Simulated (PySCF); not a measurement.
C₅H₉BO₂S.
Atom-mapped SMILES: `[CH3:1][C:2](=[S:3])[CH:4]1[CH2:5][O:6][BH:7][O:8][CH2:9]1` (hydrogens: H10, H11, H12 on C1; H13 on C4; H14, H15 on C5; H16 on B7; H17, H18 on C9)

The closed-shell ground state was solved at several levels (PySCF, density fitting, gas phase, non-relativistic). One conformer (not necessarily the lowest) at the PBE0-D3(BJ)/def2-SVP geometry, without solvent, vibrations or thermal averaging.

```json
{"level": "wB97X-D/pcSseg-1", "basis functions": "205", "HOMO (eV)": "-8.67", "LUMO (eV)": "-0.69", "gap (eV)": "7.98", "dipole (D)": "2.91"}
{"level": "CAM-B3LYP/def2-SVPD", "basis functions": "265", "HOMO (eV)": "-8.12", "LUMO (eV)": "-1.32", "gap (eV)": "6.80", "dipole (D)": "2.85"}
```

Task: What might PBE0/pcSseg-1 (205 basis functions) give for the same quantities?

Result: HOMO -6.78 eV, LUMO -2.42 eV, gap 4.36 eV, dipole 2.85 D.

Task: Over all these levels, which gives the widest orbital gap and which the narrowest?

Result: wB97X-D/pcSseg-1 (range-separated hybrid) has the widest, 7.98 eV, and PBE0/pcSseg-1 (global hybrid, 25 % exact exchange) the narrowest, 4.36 eV. The two share the basis. From the narrowest to the widest the HOMO moves by -1.89 eV and the LUMO by +1.73 eV.

Task: How far do the dipole and the HOMO energy spread over the levels?

Result: The dipole runs from 2.85 to 2.91 D (mean 2.87 D) and the HOMO from -8.67 to -6.78 eV.
